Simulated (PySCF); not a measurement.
# AsH3, singlet: molecular constants

Level of theory: B3LYP in PySCF with As def2-TZVP, H def2-TZVP; no relativity; density-fitted integrals.

The structure is a minimum.

```xyz
4
charge 0 multiplicity 1, angstrom
As    0.0000    0.0000   -0.0329
H     1.2673    0.0000    0.8159
H    -0.6337    1.0975    0.8159
H    -0.6337   -1.0975    0.8159
```

```json
{"Point group": "C3v", "Bond lengths": "As–H 1.525 Å (×3)", "Bond angles": "H–As–H 92.0° (×3)", "Dipole moment": "0.22 D", "Rotational constants": "3.728, 3.728, 3.471 cm⁻¹", "Highest occupied level": "-7.63 eV", "Rotational symmetry number": "3", "Atomisation energy without zero-point energy": "932 kJ/mol", "Heat capacity Cp at 298.15 K": "38.2 J/(mol K)", "Zero-point energy": "57.0 kJ/mol", "Entropy at 298.15 K and 1 bar": "222.9 J/(mol K)", "Lowest empty level": "0.40 eV", "Enthalpy at 298.15 K above 0 K": "10.22 kJ/mol", "Principal polarisabilities": "31.5, 32.3, 32.3 bohr³", "Principal quadrupole moments (Buckingham, traceless) about the centre of mass": "-1.89, 0.95, 0.95 D Å"}
```

Harmonic modes (masses in u: As 74.922, H 1.008):
```tsv
symmetry	ω (cm⁻¹)	IR (km/mol, summed over degenerate members)	type
a1	934	25.0	bend
e	1019	20.9	bend
a1	2178	73.6	stretch
e	2189	219	stretch
```

In C3v the vibrations span 2a1 + 2e.

Charges (e):
| atom | Mulliken | Löwdin | polar tensor | Mayer order to As1 |
| --- | --- | --- | --- | --- |
| As1 | -0.12 | 0.10 | 0.42 | – |
| H2,3,4 | 0.04 | -0.03 | -0.14 | 0.98 |

Mulliken populations on As1: s 7.78, p 15.21, d 10.12, f 0.01.

Outer orbital energies (eV). occupied: -17.37, -10.02, -10.02, -7.63; empty: 0.40, 0.40, 0.65, 5.23.

Counting electrons, arsenic keeps 2 of its valence electrons outside its bonds, so the VSEPR class is AX3E1 and the expected shape is trigonal pyramidal (C3v), as computed. The angle of 92° is close to 90°: the heavy centre bonds with nearly pure p orbitals and keeps its lone pair s-like.

The final relaxation and frequency run took 8.3 s on 2 threads of a shared Arm Neoverse V1 host, with 66 basis functions and 8 gradients; the process peaked at 0.83 GiB. Launch command: `OMP_NUM_THREADS=2 python axn.py task.json out`.
